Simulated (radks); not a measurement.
Ce37+, 21 electrons, occupied as [Ar] 3d3 (the NIST ground configuration). Method: non-relativistic Kohn-Sham, LB94 model potential, spin-polarised, spherical densities, point nucleus; open shells are filled with parallel spins first (spin-orbit coupling, left out, can overturn this in heavy ions); relativity is left out, which matters for an element this heavy; computed with a radial shooting solver on a logarithmic mesh with Libxc functionals.

Unscreened Slater integrals over Kohn-Sham orbitals (cm^-1). They are taken over the spin-up orbitals.

| integral | value |
|---|---|
| F0(3d,3d) | 868080 |
| F2(3d,3d) | 447860 |
| F4(3d,3d) | 289450 |
| F0(3d,3p) | 795580 |
| F2(3d,3p) | 381200 |
| G1(3d,3p) | 400540 |
| G3(3d,3p) | 269330 |
| F0(3d,3s) | 771910 |
| G2(3d,3s) | 287520 |
| F0(3d,2p) | 1099800 |
| F2(3d,2p) | 337510 |
| G1(3d,2p) | 316640 |
| G3(3d,2p) | 183020 |
| F0(3p,3p) | 752810 |
| F2(3p,3p) | 380140 |
| F0(3p,3s) | 733000 |
| G1(3p,3s) | 471300 |
| F0(3p,2p) | 996090 |
| F2(3p,2p) | 249730 |
| G0(3p,2p) | 97321 |
| G2(3p,2p) | 107580 |
| F0(3s,3s) | 716890 |
| F0(3s,2p) | 941170 |
| G1(3s,2p) | 94159 |
| F0(2p,2p) | 2117400 |
| F2(2p,2p) | 1013200 |

Derived for the open shells (J is the average intra-shell exchange parameter used in DFT+U). 3d: Racah B = F2/49 - 5 F4/441 = 5858 cm^-1, C = 35 F4/441 = 22970 cm^-1, C/B = 3.92, F4/F2 = 0.646, J = (F2 + F4)/14 = 52670 cm^-1.
